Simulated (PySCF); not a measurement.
A species of formula C5H6N2O has this rotational fingerprint, computed with PBE0/def2-SVPD in PySCF (dipole) on a GFN2-xTB geometry, gas phase:

```
Rotational constants : A = 5297, B = 1711, C = 1304 MHz
Dipole components    : |μa| = 0.22 D, |μb| = 2.61 D, |μc| = 0.00 D
Inertial defect      : -3.17 u·Å²
κ                    : -0.80
```

Task: Which candidate fits, each taken in the one conformer that was computed?
A. `[CH3:1][CH2:2][O:3][C@H:4]1[N:5]=[C:6]1[C:7]#[N:8]` with C1–C2–O3–C4 180°, C2–O3–C4–N5 74°
B. `[CH3:1][n:2]1[n:3][cH:4][cH:5][c:6]1[CH:7]=[O:8]` with C5–C6–C7–O8 180°
C. `[CH3:1][O:2][c:3]1[cH:4][cH:5][cH:6][n:7][n:8]1` with C1–O2–C3–C4 180°
D. `[CH2:1]=[CH:2][CH2:3][c:4]1[n:5][cH:6][n:7][o:8]1` with C1–C2–C3–C4 112°, C2–C3–C4–N5 81°
E. `[NH2:1][c:2]1[cH:3][n:4][cH:5][cH:6][c:7]1[OH:8]` with C6–C7–O8–H 2°

Result: C. It is COc1cccnn1, an asymmetric top, point group Cs. The candidates at the same level (rigid rotor, commonest isotopes):

| SMILES | A (MHz) | B (MHz) | C (MHz) | μa (D) | μb (D) | μc (D) | Δ (u·Å²) | point group | rotor |
| --- | --- | --- | --- | --- | --- | --- | --- | --- | --- |
| Nc1cnccc1O | 3401 | 2305 | 1375 | 2.62 | 1.43 | 0.73 | -0.33 | near Cs | asymmetric top |
| CCO[C@H]1N=C1C#N | 6305 | 948.8 | 872.2 | 3.16 | 1.14 | 1.05 | -33.35 | C1 | near-prolate asymmetric top |
| COc1cccnn1 | 5297 | 1711 | 1304 | 0.22 | 2.61 | 0.00 | -3.17 | Cs | asymmetric top |
| Cn1nccc1C=O | 3958 | 2037 | 1356 | 1.09 | 1.04 | 0.00 | -3.14 | Cs | asymmetric top |
| C=CCc1ncno1 | 5644 | 1334 | 1232 | 1.73 | 0.87 | 0.40 | -58.02 | C1 | near-prolate asymmetric top |

`C=CCc1ncno1` has B 22 % too low; `CCO[C@H]1N=C1C#N` has B 45 % too low; `Cn1nccc1C=O` has A 25 % too low; `Nc1cnccc1O` has A 36 % too low. In the right answer the mirror of this Cs structure is the ab plane, so μc vanishes by symmetry. No structure here is proved a minimum.
